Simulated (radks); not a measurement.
Task: The gallium ion Ga10+ is in [Ar] 3d3. Calculated with a radial shooting solver on a logarithmic mesh with Libxc functionals: scalar-relativistic Kohn-Sham, BLYP, spin-polarised, spherical densities, finite nucleus; Fermi nuclear charge, rms radius of each element as measured or else 0.836 A^(1/3) + 0.57 fm. Open shells are filled with parallel spins first. One electron is removed from 3d, 2p, 3s, 3p in turn, with full relaxation. Which removal costs least, and what does each cost?

Result: 3d 281.14 eV; 3p 354.85 eV; 3s 405.72 eV; 2p 1421.8 eV. The 3d electron leaves first.
